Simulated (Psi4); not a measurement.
C$_{4}$H$_{9}$ (SMILES [CH2-]C(C)C), charge -1, singlet, at a GFN2-xTB geometry (a gas-phase anion, which may not be bound at this level), with bond 9-6 at 1.3 times its length; Psi4 with HF/STO-3G.

The Psi4 input:
```
memory 2 GB

molecule mol {
-1 1
C     0.003607    0.072759    0.358527
H     0.014130   -0.024556    1.491846
C     0.001972    1.489052   -0.212949
H    -0.878369    2.022651    0.264792
H     0.894098    2.017892    0.247925
C     1.242518   -0.686502   -0.130181
H     1.272518   -0.673301   -1.219109
H     2.148534   -0.203547    0.235865
H     1.249202   -2.043324    0.311591
C    -1.248439   -0.679813   -0.106477
H    -1.299085   -0.666395   -1.194638
H    -1.252717   -1.723497    0.233437
H    -2.144719   -0.192018    0.276719
}

set {
  basis sto-3g
  reference rhf
  damping_percentage 50
}

energy('scf')
print_variables()
```

Predict the main parts of the log of this Psi4 run.


```
   => Loading Basis Set <=

    Name: STO-3G
    Role: ORBITAL
    Keyword: BASIS

         ---------------------------------------------------------
                                   SCF
               by Justin Turney, Rob Parrish, Andy Simmonett
                          and Daniel G. A. Smith
                              RHF Reference
         ---------------------------------------------------------

  ==> Geometry <==

    Molecular point group: c1
    Full point group: C1

    Geometry (in Angstrom), charge = -1, multiplicity = 1:

       Center              X                  Y                   Z               Mass
    ------------   -----------------  -----------------  -----------------  -----------------
         C            0.003615478866     0.057896165977     0.366227276067    12.000000000000
         H            0.014138478866    -0.039418834023     1.499546276067     1.007825032230
         C            0.001980478866     1.474189165977    -0.205248723933    12.000000000000
         H           -0.878360521134     2.007788165977     0.272492276067     1.007825032230
         H            0.894106478866     2.003029165977     0.255625276067     1.007825032230
         C            1.242526478866    -0.701364834023    -0.122480723933    12.000000000000
         H            1.272526478866    -0.688163834023    -1.211408723933     1.007825032230
         H            2.148542478866    -0.218409834023     0.243565276067     1.007825032230
         H            1.249210478866    -2.058186834023     0.319291276067     1.007825032230
         C           -1.248430521134    -0.694675834023    -0.098776723933    12.000000000000
         H           -1.299076521134    -0.681257834023    -1.186937723933     1.007825032230
         H           -1.252708521134    -1.738359834023     0.241137276067     1.007825032230
         H           -2.144710521134    -0.206880834023     0.284419276067     1.007825032230

  Running in c1 symmetry.

  Rotational constants: A =      0.27181  B =      0.26810  C =      0.15485 [cm^-1]
  Rotational constants: A =   8148.60550  B =   8037.37881  C =   4642.37147 [MHz]
  Nuclear repulsion =  125.101824053054457

  Charge       = -1
  Multiplicity = 1
  Electrons    = 34
  Nalpha       = 17
  Nbeta        = 17

  ==> Algorithm <==

  SCF Algorithm Type is DF.
  DIIS enabled.
  MOM disabled.
  Fractional occupation disabled.
  Guess Type is SAD.
  Energy threshold   = 1.00e-06
  Density threshold  = 1.00e-06
  Integral threshold = 1.00e-12

  ==> Primary Basis <==

  Basis Set: STO-3G
    Blend: STO-3G
    Number of shells: 21
    Number of basis functions: 29
    Number of Cartesian functions: 29
    Spherical Harmonics?: true
    Max angular momentum: 1

   => Loading Basis Set <=

    Name: (STO-3G AUX)
    Role: JKFIT
    Keyword: DF_BASIS_SCF

  ==> Integral Setup <==

  SCF_SUBTYPE=INCORE selected. In-core MEM_DF algorithm will be used.
  Using in-core AOs.

  ==> MemDFJK: Density-Fitted J/K Matrices <==

    J tasked:                   Yes
    K tasked:                   Yes
    wK tasked:                   No
    Algorithm:                 Core
    Schwarz Cutoff:           1E-12
    Mask sparsity (%):       0.7134
    Fitting Condition:        1E-10

   => Auxiliary Basis Set <=

  Basis Set: (STO-3G AUX)
    Blend: DEF2-UNIVERSAL-JKFIT
    Number of shells: 154
    Number of basis functions: 462
    Number of Cartesian functions: 536
    Spherical Harmonics?: true
    Max angular momentum: 4

  Minimum eigenvalue in the overlap matrix is 2.0721520694E-01.
  Reciprocal condition number of the overlap matrix is 8.1791134444E-02.
    Using symmetric orthogonalization.

  ==> Pre-Iterations <==

  SCF Guess: Superposition of Atomic Densities via on-the-fly atomic UHF (no occupation information).

   -------------------------
    Irrep   Nso     Nmo
   -------------------------
     A         29      29
   -------------------------
    Total      29      29
[...]
   @DF-RHF iter  72:  -154.53238578903930    2.88246e-06   3.12630e-05 DIIS/DAMP=50%
   @DF-RHF iter  73:  -154.53239054308594   -4.75405e-06   3.06840e-05 DIIS/DAMP=50%
   @DF-RHF iter  74:  -154.53237997304808    1.05700e-05   2.89499e-05 DIIS/DAMP=50%
   @DF-RHF iter  75:  -154.53237232790775    7.64514e-06   2.53447e-05 DIIS/DAMP=50%
   @DF-RHF iter  76:  -154.53238197016023   -9.64225e-06   2.31228e-05 DIIS/DAMP=50%
   @DF-RHF iter  77:  -154.53239412428547   -1.21541e-05   2.30359e-05 DIIS/DAMP=50%
   @DF-RHF iter  78:  -154.53251484288549   -1.20719e-04   2.54460e-05 DIIS/DAMP=50%
   @DF-RHF iter  79:  -154.53222322819062    2.91615e-04   3.62832e-05 DIIS/DAMP=50%
   @DF-RHF iter  80:  -154.53223220696557   -8.97877e-06   1.72363e-05 DIIS/DAMP=50%
   @DF-RHF iter  81:  -154.53222857948776    3.62748e-06   1.52797e-05 DIIS/DAMP=50%
   @DF-RHF iter  82:  -154.53226496059889   -3.63811e-05   3.17872e-05 DIIS/DAMP=50%
   @DF-RHF iter  83:  -154.53230938319984   -4.44226e-05   4.61606e-05 DIIS/DAMP=50%
   @DF-RHF iter  84:  -154.53235294998896   -4.35668e-05   5.50318e-05 DIIS/DAMP=50%
   @DF-RHF iter  85:  -154.53246906782326   -1.16118e-04   5.67863e-05 DIIS/DAMP=50%
   @DF-RHF iter  86:  -154.53242839602015    4.06718e-05   4.66161e-05 DIIS/DAMP=50%
   @DF-RHF iter  87:  -154.53240534231179    2.30537e-05   4.18300e-05 DIIS/DAMP=50%
   @DF-RHF iter  88:  -154.53232577780383    7.95645e-05   4.17272e-05 DIIS/DAMP=50%
   @DF-RHF iter  89:  -154.53258604468007   -2.60267e-04   4.28609e-05 DIIS/DAMP=50%
   @DF-RHF iter  90:  -154.53268679269894   -1.00748e-04   1.44571e-05 DIIS/DAMP=50%
   @DF-RHF iter  91:  -154.53247275000913    2.14043e-04   1.86801e-05 DIIS/DAMP=50%
   @DF-RHF iter  92:  -154.53236321241491    1.09538e-04   2.68542e-05 DIIS/DAMP=50%
   @DF-RHF iter  93:  -154.53235220851423    1.10039e-05   2.31599e-05 DIIS/DAMP=50%
   @DF-RHF iter  94:  -154.53237840862920   -2.62001e-05   1.89861e-05 DIIS/DAMP=50%
   @DF-RHF iter  95:  -154.53238084396082   -2.43533e-06   1.78165e-05 DIIS/DAMP=50%
   @DF-RHF iter  96:  -154.53236966466372    1.11793e-05   1.65806e-05 DIIS/DAMP=50%
   @DF-RHF iter  97:  -154.53238190859054   -1.22439e-05   1.44283e-05 DIIS/DAMP=50%
   @DF-RHF iter  98:  -154.53237928226113    2.62633e-06   1.34199e-05 DIIS/DAMP=50%
   @DF-RHF iter  99:  -154.53240060965794   -2.13274e-05   1.26559e-05 DIIS/DAMP=50%
   @DF-RHF iter 100:  -154.53238760305172    1.30066e-05   1.36201e-05 DIIS/DAMP=50%

PsiException: Could not converge SCF iterations in 100 iterations.

  Failed to converge.

Traceback (most recent call last):
  File "psi4", line 375, in <module>
  File "<string>", line 35, in <module>
  File "site-packages/psi4/driver/driver.py", line 533, in energy
  File "site-packages/psi4/driver/procrouting/proc.py", line 2760, in run_scf
  File "site-packages/psi4/driver/procrouting/proc.py", line 2047, in scf_helper
  File "site-packages/psi4/driver/procrouting/scf_proc/scf_iterator.py", line 93, in scf_compute_energy
  File "site-packages/psi4/driver/procrouting/scf_proc/scf_iterator.py", line 86, in scf_compute_energy
  File "site-packages/psi4/driver/procrouting/scf_proc/scf_iterator.py", line 609, in scf_iterate

psi4.driver.p4util.exceptions.SCFConvergenceError: Could not converge SCF iterations in 100 iterations.

Printing out the relevant lines from the Psithon --> Python processed input file:
    ""","mol")
    core.IO.set_default_namespace("mol")
    core.set_global_option("BASIS", "sto-3g")
    core.set_global_option("REFERENCE", "rhf")
    core.set_global_option("DAMPING_PERCENTAGE", 50)
--> energy('scf')
    print_variables()

!-------------------------------------------------------!
!                                                       !
!  Could not converge SCF iterations in 100 iterations. !
!                                                       !
!-------------------------------------------------------!
```

Convergence was not reached.
